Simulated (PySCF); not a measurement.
## Co- (cobalt, charge -1) across methods

[Ar] 3d8 4s2, high-spin 3F determinant. Calculation: PySCF 2.14, in aug-cc-pVDZ (7s6p4d2f, 59 functions); no relativity, point nucleus. The B2PLYP total includes its PT2 part (frozen core); its orbital energies are those of the SCF part.

```json
{"method": "B3LYP", "E (hartree)": "-1382.827", "mean ε 4s α (eV)": "0.384", "mean ε 4s β (eV)": "0.621", "mean ε 3d β (eV)": "0.823", "Σ⟨r²⟩ (bohr²)": "65.51", "⟨S²⟩": "2.013"}
{"method": "LDA", "E (hartree)": "-1380.220", "mean ε 4s α (eV)": "0.660", "mean ε 4s β (eV)": "0.917", "mean ε 3d β (eV)": "2.202", "Σ⟨r²⟩ (bohr²)": "63.31", "⟨S²⟩": "2.021"}
{"method": "r2SCAN", "E (hartree)": "-1382.762", "mean ε 4s α (eV)": "0.615", "mean ε 4s β (eV)": "0.925", "mean ε 3d β (eV)": "2.060", "Σ⟨r²⟩ (bohr²)": "64.04", "⟨S²⟩": "2.028"}
{"method": "UHF", "E (hartree)": "-1381.35935", "mean ε 4s α (eV)": "-1.114", "mean ε 4s β (eV)": "-0.085", "mean ε 3d β (eV)": "-5.247", "Σ⟨r²⟩ (bohr²)": "82.02", "⟨S²⟩": "2.110"}
{"method": "MN15", "E (hartree)": "-1382.928", "mean ε 4s α (eV)": "-0.490", "mean ε 4s β (eV)": "-0.242", "mean ε 3d β (eV)": "-0.674", "Σ⟨r²⟩ (bohr²)": "68.75", "⟨S²⟩": "2.018"}
{"method": "B2PLYP", "E (hartree)": "-1382.490", "mean ε 4s α (eV)": "-0.077", "mean ε 4s β (eV)": "0.242", "mean ε 3d β (eV)": "-1.409", "Σ⟨r²⟩ (bohr²)": "69.97", "⟨S²⟩": "2.017"}
{"method": "PBE", "E (hartree)": "-1382.544", "mean ε 4s α (eV)": "0.770", "mean ε 4s β (eV)": "1.030", "mean ε 3d β (eV)": "2.173", "Σ⟨r²⟩ (bohr²)": "64.89", "⟨S²⟩": "2.019"}
{"method": "PBEsol", "E (hartree)": "-1381.316", "mean ε 4s α (eV)": "0.768", "mean ε 4s β (eV)": "1.037", "mean ε 3d β (eV)": "2.246", "Σ⟨r²⟩ (bohr²)": "64.03", "⟨S²⟩": "2.022"}
```

Q: Estimate the same row for PBE0.

A: E (hartree) = -1382.544; mean ε 4s α (eV) = 0.284; mean ε 4s β (eV) = 0.579; mean ε 3d β (eV) = 0.496; Σ⟨r²⟩ (bohr²) = 65.97; ⟨S²⟩ = 2.018.

⟨S²⟩ = 2.11 against 2.00 shows spin contamination. The outer electron is barely bound at this level, so radii and moments hang on the diffuse functions.

The highest occupied level is positive at B3LYP, LDA, r2SCAN, B2PLYP, PBE0, PBE, PBEsol: only the finite basis holds that electron, which in a density functional comes from self-interaction.
